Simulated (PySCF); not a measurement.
Compound: SnHMe2Cl, C2H7ClSn.
Bonds: Sn1–C3, Sn1–C7, Sn1–Cl11. Hydrogens: H2 on Sn1; H4, H5, H6 on C3; H8, H9, H10 on C7.

The calculation used PBE0-D3(BJ)/def2-SVP geometry optimisation, gas phase, def2 core potentials past Kr in PySCF 2.14.0.

Problem. List the bond lengths and angles at this level.

Solution. 
```
                  bond  length (Å)
                Sn1–H2       1.716
        Sn1–C3, Sn1–C7       2.140
              Sn1–Cl11       2.369
C3–H4 and 5 like bonds       1.099
```

Bonds in one row agree within 0.01 Å and their mean is given. A selection of angles:
```
      angle  degrees
  H2–Sn1–C3    113.1
H2–Sn1–Cl11    106.0
  C3–Sn1–C7    114.6
C3–Sn1–Cl11    104.1
C7–Sn1–Cl11    104.7
  Sn1–C3–H4    111.1
  Sn1–C3–H5    109.2
   H4–C3–H5    109.4
```

Sn1 (tin bonded to 2 C, Cl and H) is distorted tetrahedral (angles from 104.1° to 114.6°).

Point group: Cs (tolerance 0.08 Å). Stationary, but not proved a minimum.
